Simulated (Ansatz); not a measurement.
One change: `C=C[O][SnH3]` becomes `C=C[O][AlH][OH]`.

Ansatz, PBE0-D4/def2-TZVP geometries, multiplicity 1. Each molecule was computed in one conformer, which needn't be the lowest.

Elements past krypton have def2 core potentials.

```csv
property,`C=C[O][SnH3]`
HOMO–LUMO gap (B3LYP/def2-TZVPP) / eV,5.49
HOMO energy (PBE0/def2-TZVPP) / eV,-6.50
LUMO energy (PBE/def2-TZVPP) / eV,-1.35
HOMO energy (B3LYP/def2-TZVPP) / eV,-6.29
HOMO–LUMO gap (PBE0/def2-TZVPP) / eV,5.95
HOMO–LUMO gap (ωB97M-V/def2-TZVPP) / eV,9.67
```

(1) What does the change do to each property? (Best estimate.)

Results:

(1) Computed: 
```tsv
property	`C=C[O][AlH][OH]`	shift
HOMO–LUMO gap (B3LYP/def2-TZVPP) / eV	6.01	0.52
HOMO energy (PBE0/def2-TZVPP) / eV	-6.86	-0.36
LUMO energy (PBE/def2-TZVPP) / eV	-1.20	0.15
HOMO energy (B3LYP/def2-TZVPP) / eV	-6.65	-0.36
HOMO–LUMO gap (PBE0/def2-TZVPP) / eV	6.45	0.50
HOMO–LUMO gap (ωB97M-V/def2-TZVPP) / eV	10.28	0.61
```

With PBE0 the HOMO falls by 0.36 eV and the LUMO rises by 0.14 eV, so the gap widens by about 0.50 eV. PBE moves the HOMO by -0.35 eV and ωB97M-V by -0.38 eV.

B3LYP here is the variant with VWN-RPA as its local correlation; programs differ in this.
